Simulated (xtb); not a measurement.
xtb input file for C₆H₁₀, SMILES CC1=C[C@@H](C)C1, GFN2-xTB. 

```
$ xtb mol.xyz --gfn 2 --sp --chrg 0 --uhf 0 --json
$ cat mol.xyz
16

C      2.32749061    -0.40943764     0.55521132
C      0.94138480    -0.19436832     0.07543661
C     -0.04176102    -0.96638774    -0.38340228
C     -0.99667325     0.18153835    -0.60393047
C     -2.27320607     0.16431487     0.22043248
C      0.14987917     1.08349624    -0.06488666
H      2.43000587    -0.06045179     1.58290387
H      3.03065797     0.15465810    -0.05715687
H      2.58796517    -1.46422837     0.51306995
H     -0.15277372    -2.02297164    -0.54662209
H     -1.23286554     0.36700756    -1.65512550
H     -2.78816962     1.12027733     0.14589411
H     -2.04408950    -0.02878312     1.26628832
H     -2.94175047    -0.61697712    -0.13536478
H     -0.07964059     1.59161115     0.87040134
H      0.54797502     1.80492314    -0.77745435
```

It prints:

```
[banner left out]
          |                Calculation Setup                |
           -------------------------------------------------



           -------------------------------------------------
          |                 G F N 2 - x T B                 |
           -------------------------------------------------

        Reference                      10.1021/acs.jctc.8b01176
      * Hamiltonian:
        H0-scaling (s, p, d)           1.850000    2.230000    2.230000
        zeta-weighting                 0.500000
      * Dispersion:
        s8                             2.700000
        a1                             0.520000
        a2                             5.000000
        s9                             5.000000
      * Repulsion:
        kExp                           1.500000    1.000000
        rExp                           1.000000
      * Coulomb:
        alpha                          2.000000
        third order                    shell-resolved
        anisotropic                    true
        a3                             3.000000
        a5                             4.000000
        cn-shift                       1.200000
        cn-exp                         4.000000
        max-rad                        5.000000


          ...................................................
          :                      SETUP                      :
          :.................................................:
          :  # basis functions                  34          :
          :  # atomic orbitals                  34          :
          :  # shells                           22          :
          :  # electrons                        34          :
          :  max. iterations                   250          :
          :  Hamiltonian                  GFN2-xTB          :
          :  restarted?                      false          :
          :  GBSA solvation                  false          :
          :  PC potential                    false          :
          :  electronic temp.          300.0000000     K    :
          :  accuracy                    1.0000000          :
          :  -> integral cutoff          0.2500000E+02      :
          :  -> integral neglect         0.1000000E-07      :
          :  -> SCF convergence          0.1000000E-05 Eh   :
          :  -> wf. convergence          0.1000000E-03 e    :
          :  Broyden damping             0.4000000          :
          :  net charge                          0          :
          :  unpaired electrons                  0          :
          ...................................................

 iter      E             dE          RMSdq      gap      omega  full diag
   1    -18.1648840 -0.181649E+02  0.297E+00    5.16       0.0  T
   2    -18.1905007 -0.256167E-01  0.176E+00    5.08       1.0  T
   3    -18.1860262  0.447450E-02  0.105E+00    5.11       1.0  T
   4    -18.1928370 -0.681079E-02  0.462E-01    5.04       1.0  T
   5    -18.1944980 -0.166104E-02  0.686E-02    5.05       1.0  T
   6    -18.1945184 -0.203610E-04  0.373E-02    5.04       1.0  T
   7    -18.1945196 -0.123218E-05  0.693E-03    5.04       3.6  T
   8    -18.1945198 -0.153625E-06  0.107E-03    5.04      23.3  T
   9    -18.1945198 -0.170590E-08  0.391E-04    5.04      63.9  T
  10    -18.1945198 -0.357790E-09  0.105E-04    5.04     237.5  T

   *** convergence criteria satisfied after 10 iterations ***

         #    Occupation            Energy/Eh            Energy/eV
      -------------------------------------------------------------
         1        2.0000           -0.6415932             -17.4586
       ...           ...                  ...                  ...
        11        2.0000           -0.4738566             -12.8943
        12        2.0000           -0.4628154             -12.5938
        13        2.0000           -0.4420241             -12.0281
        14        2.0000           -0.4348596             -11.8331
        15        2.0000           -0.4153711             -11.3028
        16        2.0000           -0.4045510             -11.0084
        17        2.0000           -0.3763172             -10.2401 (HOMO)
        18                         -0.1909234              -5.1953 (LUMO)
        19                          0.0425061               1.1566
        20                          0.0630294               1.7151
        21                          0.0943568               2.5676
        22                          0.1453317               3.9547
       ...                                ...                  ...
        34                          0.7615360              20.7224
      -------------------------------------------------------------
                  HL-Gap            0.1853938 Eh            5.0448 eV
             Fermi-level           -0.2836203 Eh           -7.7177 eV

 SCC (total)                   0 d,  0 h,  0 min,  0.008 sec
 SCC setup                      ...        0 min,  0.000 sec (  1.160%)
 Dispersion                     ...        0 min,  0.000 sec (  1.154%)
 classical contributions        ...        0 min,  0.000 sec (  0.321%)
 integral evaluation            ...        0 min,  0.001 sec ( 14.567%)
 iterations                     ...        0 min,  0.004 sec ( 44.004%)
 molecular gradient             ...        0 min,  0.003 sec ( 37.046%)
 printout                       ...        0 min,  0.000 sec (  1.630%)

         :::::::::::::::::::::::::::::::::::::::::::::::::::::
         ::                     SUMMARY                     ::
         :::::::::::::::::::::::::::::::::::::::::::::::::::::
         :: total energy             -17.898716793547 Eh    ::
         :: gradient norm              0.000533586815 Eh/a0 ::
         :: HOMO-LUMO gap              5.044821548738 eV    ::
         ::.................................................::
         :: SCC energy               -18.194505636697 Eh    ::
         :: -> isotropic ES            0.003307346773 Eh    ::
         :: -> anisotropic ES          0.004618317626 Eh    ::
         :: -> anisotropic XC          0.011734663591 Eh    ::
         :: -> dispersion             -0.009180723066 Eh    ::
         :: repulsion energy           0.295788843150 Eh    ::
         :: add. restraining           0.000000000000 Eh    ::
         :: total charge               0.000000000000 e     ::
         :::::::::::::::::::::::::::::::::::::::::::::::::::::

           -------------------------------------------------
          |                Property Printout                |
           -------------------------------------------------

    * Orbital Energies and Occupations

         #    Occupation            Energy/Eh            Energy/eV
      -------------------------------------------------------------
         1        2.0000           -0.6415932             -17.4586
       ...           ...                  ...                  ...
         5        2.0000           -0.5543217             -15.0839
         6        2.0000           -0.5193237             -14.1315
         7        2.0000           -0.5135436             -13.9742
         8        2.0000           -0.4999427             -13.6041
         9        2.0000           -0.4948898             -13.4666
        10        2.0000           -0.4786138             -13.0237
        11        2.0000           -0.4738566             -12.8943
        12        2.0000           -0.4628154             -12.5938
        13        2.0000           -0.4420241             -12.0281
        14        2.0000           -0.4348596             -11.8331
        15        2.0000           -0.4153711             -11.3028
        16        2.0000           -0.4045510             -11.0084
        17        2.0000           -0.3763172             -10.2401 (HOMO)
        18                         -0.1909234              -5.1953 (LUMO)
        19                          0.0425061               1.1566
        20                          0.0630294               1.7151
        21                          0.0943568               2.5676
        22                          0.1453317               3.9547
        23                          0.1572134               4.2780
        24                          0.1750920               4.7645
        25                          0.1806635               4.9161
        26                          0.1924715               5.2374
        27                          0.2013529               5.4791
        28                          0.2231243               6.0715
       ...                                ...                  ...
        34                          0.7615360              20.7224
      -------------------------------------------------------------
                  HL-Gap            0.1853938 Eh            5.0448 eV
             Fermi-level           -0.2836203 Eh           -7.7177 eV

     #   Z          covCN         q      C6AA      α(0)
     1   6 C        3.752    -0.107    22.596     6.779
     2   6 C        3.249     0.005    26.872     8.392
     3   6 C        3.208    -0.063    28.902     8.754
     4   6 C        4.162    -0.014    20.744     6.469
     5   6 C        3.752    -0.102    22.503     6.765
     6   6 C        4.121    -0.070    21.753     6.624
     7   1 H        0.925     0.046     2.376     2.410
     8   1 H        0.925     0.045     2.379     2.412
     9   1 H        0.925     0.041     2.436     2.441
    10   1 H        0.926     0.018     2.761     2.598
    11   1 H        0.924     0.026     2.640     2.541
    12   1 H        0.925     0.035     2.522     2.483
    13   1 H        0.925     0.037     2.492     2.469
    14   1 H        0.925     0.036     2.501     2.473
    15   1 H        0.925     0.036     2.503     2.474
    16   1 H        0.925     0.030     2.583     2.513

 Mol. C6AA /au·bohr⁶  :       2031.903046
 Mol. C8AA /au·bohr⁸  :      45072.295071
 Mol. α(0) /au        :         68.596925


Wiberg/Mayer (AO) data.
largest (>0.10) Wiberg bond orders for each atom

 ---------------------------------------------------------------------------
     #   Z sym  total        # sym  WBO       # sym  WBO       # sym  WBO
 ---------------------------------------------------------------------------
     1   6 C    3.998 --     2 C    1.036     9 H    0.983     8 H    0.969
                             7 H    0.969
     2   6 C    3.978 --     3 C    1.869     1 C    1.036     6 C    1.006
     3   6 C    3.977 --     2 C    1.869     4 C    1.007    10 H    0.970
     4   6 C    3.989 --     5 C    1.007     3 C    1.007     6 C    0.981
                            11 H    0.963
     5   6 C    3.997 --     4 C    1.007    13 H    0.987    12 H    0.985
                            14 H    0.985
     6   6 C    3.991 --     2 C    1.006     4 C    0.981    16 H    0.971
                            15 H    0.969
     7   1 H    0.998 --     1 C    0.969
     8   1 H    0.997 --     1 C    0.969
     9   1 H    0.998 --     1 C    0.983
    10   1 H    1.000 --     3 C    0.970
    11   1 H    0.999 --     4 C    0.963
    12   1 H    0.998 --     5 C    0.985
    13   1 H    0.999 --     5 C    0.987
    14   1 H    0.999 --     5 C    0.985
    15   1 H    0.999 --     6 C    0.969
    16   1 H    0.999 --     6 C    0.971
 ---------------------------------------------------------------------------

Topologies differ in total number of bonds
Writing topology from bond orders to xtbtopo.mol

molecular dipole:
                 x           y           z       tot (Debye)
 q only:        0.093       0.099       0.090
   full:        0.101       0.130       0.085       0.470
molecular quadrupole (traceless):
                xx          xy          yy          xz          yz          zz
 q only:        1.348      -0.187      -0.685       0.383      -0.069      -0.663
Note: The following floating-point exceptions are signalling: IEEE_UNDERFLOW_FLAG IEEE_DENORMAL
normal termination of xtb
  q+dip:        0.668       0.346       0.085       0.912       0.147      -0.754
   full:        0.856       0.086      -0.368       0.523      -0.025      -0.488


           -------------------------------------------------
          | TOTAL ENERGY              -17.898716793547 Eh   |
          | GRADIENT NORM               0.000533586815 Eh/α |
          | HOMO-LUMO GAP               5.044821548738 eV   |
           -------------------------------------------------

------------------------------------------------------------------------
------------------------------------------------------------------------
 total:
 SCF:
```

Self-consistency was reached.
